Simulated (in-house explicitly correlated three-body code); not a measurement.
Computed with an exponentially correlated three-body code. Model: two electrons around a point charge, non-relativistic, variational in 260 exponentially correlated functions (energies converged to about 1e-7 hartree, or 1e-8 relative for large Z).

Command:
```bash
python run_hyl.py task.json out
```
Settings (lengths in bohr, energies in hartree):
```
Z                      2
nuclear_mass           5495.885
interaction_strength   1
functions              260
states_tried           13
```

Time taken, with all properties: 65 s on 1 thread of Arm Neoverse N1, on a shared host.

**Those bound S and P states to n = 4 that converged, binding against the one-electron ion.**

Given: nuclear charge 2; mass of the centre 5495.9 electron masses.

Computed: one-electron threshold -1.99963616 hartree.

| term | energy (hartree) | binding (eV) |
| --- | --- | --- |
| 1 1S | -2.90316721 | 24.586 |
| 2 3S | -2.17483231 | 4.7673 |
| 2 1S | -2.14558192 | 3.9714 |
| 2 3P | -2.13278787 | 3.6232 |
| 2 1P | -2.12344834 | 3.3691 |
| 3 3S | ? | ? |
| 3 1S | -2.06089652 | 1.667 |
| 3 3P | -2.05771002 | 1.5803 |
| 3 1P | -2.05476984 | 1.5003 |
| 4 3S | -2.03614145 | 0.99336 |
| 4 1S | ? | ? |
| 4 3P | -2.03195599 | 0.87947 |
| 4 1P | -2.03069901 | 0.84526 |

**Question.** What belongs in the row 3 3S?

**Answer.** energy (hartree): -2.06831238; binding (eV): 1.8688.

**Question.** What belongs in the row 4 1S?

**Answer.** energy (hartree): -2.03321641; binding (eV): 0.91377.

**Converged states only, values per electron or pair.**

```
term  mean r (bohr)  mean r squared (bohr²)  mean inverse r (1/bohr)  mean r12 (bohr)  mean inverse r12 (1/bohr)  mean cosine  mean p1 dot p2 (bohr⁻²)  delta r1 (bohr⁻³)  delta r12 (bohr⁻³)
1 1S        0.92965                   1.194                    1.688           1.4223                    0.94566     -0.06414                  0.15884             1.8094             0.10629
2 3S         2.5509                  11.469                   1.1545           4.4484                    0.26815    -0.015812                0.0074185             1.3196                   -
2 1S         2.9736                  16.095                   1.1352           5.2707                    0.24964    -0.014639                0.0094512             1.3087           0.0086459
2 3P              ?                       ?                        ?                ?                          ?            ?                        ?                  ?                   -
2 1P         2.9114                  15.774                    1.123           5.1397                    0.24495   -0.0047545                 0.045967             1.2737          0.00073421
3 3S         5.8571                  68.734                   1.0635           11.001                     0.1173   -0.0042339                0.0018808             1.2843                   -
3 1S         6.5129                  85.923                   1.0583           12.307                    0.11149   -0.0043082                0.0026083             1.2824           0.0024331
3 3P         6.3219                   82.13                   1.0578           11.933                    0.11592    -0.010412                -0.018381             1.2684                   -
3 1P         6.6811                  91.916                   1.0548           12.641                    0.10957   -0.0011679                 0.014524             1.2729          0.00025166
4 3S              ?                       ?                        ?                ?                          ?            ?                        ?                  ?                   -
4 1S         11.554                  281.53                   1.0323           22.375                   0.062745   -0.0017903                0.0010602             1.2765           0.0009976
4 3P          11.47                  280.01                   1.0321           22.211                   0.064497   -0.0042878               -0.0075638             1.2708                   -
4 1P          11.95                  304.21                   1.0308           23.167                   0.061847   -0.0004631                0.0062417             1.2727          0.00011127
```

**Question.** What belongs in the row 2 3P?

**Answer.** mean r (bohr): 2.6742; mean r squared (bohr²): 13.214; mean inverse r (1/bohr): 1.1331; mean r12 (bohr): 4.7003; mean inverse r12 (1/bohr): 0.26663; mean cosine: -0.036708; mean p1 dot p2 (bohr⁻²): -0.064623; delta r1 (bohr⁻³): 1.2582.

**Question.** What belongs in the row 4 3S?

**Answer.** mean r (bohr): 10.663; mean r squared (bohr²): 238.67; mean inverse r (1/bohr): 1.0344; mean r12 (bohr): 20.596; mean inverse r12 (1/bohr): 0.065245; mean cosine: -0.0016807; mean p1 dot p2 (bohr⁻²): 0.00073299; delta r1 (bohr⁻³): 1.2771.
